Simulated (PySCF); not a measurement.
C2H3Br2Cl.

```xyz
8

C     -1.8282     0.7201     0.0000
C     -0.3402     0.4338     0.0000
Cl     0.5856     1.9639     0.0000
Br     0.1374    -0.6099    -1.6031
Br     0.1374    -0.6099     1.6031
H     -2.0871     1.3012     0.8968
H     -2.3923    -0.2224     0.0000
H     -2.0871     1.3012    -0.8968
```
Charge 0, spin multiplicity 1.

The structure is a stationary point at B3LYP-D3(BJ)/def2-SVP.

Computed with PBE/pcSseg-1 (PySCF). Non-relativistic, no solvent.

Computed absolute GIAO shielding of each atom: isotropic value and principal components (ppm):
```csv
atom,σ(iso),σ11,σ22,σ33,span
C1,124.0,100.9,105.2,165.9,65.0
C2,42.0,21.3,48.6,56.2,34.9
Cl3,356.9,-12.2,212.4,870.4,882.6
Br4,1090.1,25.9,516.9,2727.4,2701.6
Br5,1090.1,25.9,516.9,2727.4,2701.6
H6,28.4,25.2,26.3,33.6,8.4
H7,28.2,25.7,25.8,33.1,7.4
H8,28.4,25.2,26.3,33.6,8.4
```
